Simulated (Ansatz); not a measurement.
`C[CH](C)[Ge][F]` → `F[C@H]1C[C@@H]1[GeH3]`  (isomerisation)

Computed with Ansatz on PBE0-D4/def2-TZVP structures; ΔE is electronic, products minus reactants. CCSD(T)/CBS adds triple-zeta CCSD(T) − MP2 to the extrapolated MP2 energy (def2 sets, frozen cores). Functionals use def2-TZVPP. B3LYP here is the variant with VWN-RPA as its local correlation; programs differ in this. For Ge outer-core shells are correlated without core-valence functions, which leaves a few kJ/mol of doubt a bond. Scalar relativity is left out up to krypton. One conformer a species, not always the lowest.

```csv
level,ΔE (eV),difference from CCSD(T)/CBS
ωB97X-V,1.88,-0.21
ωB97M-V,2.05,-0.04
B2PLYP,2.09,0.00
PBE,1.98,-0.11
B3LYP,2.15,0.06
HF/def2-TZVPP,1.94,-0.15
MP2/def2-TZVPP,1.93,-0.16
SCS-MP2/def2-TZVPP,1.97,-0.12
CCSD/def2-TZVPP,1.94,-0.15
SCS-MP2/def2-QZVPP,2.05,-0.04
CCSD(T)/CBS,2.09,0
```

Largest T1 diagnostic among the species: 0.013.

The D4 term adds +0.05 eV with B3LYP and +0.03 eV with PBE0; it sums over pairs of atoms, weighted by their polarisabilities, and B3LYP, whose exchange is more repulsive, gets the larger term. From PBE to PBE0 (25 % exact exchange), in def2-TZVPP and without D4, ΔE moves by −0.11 eV.
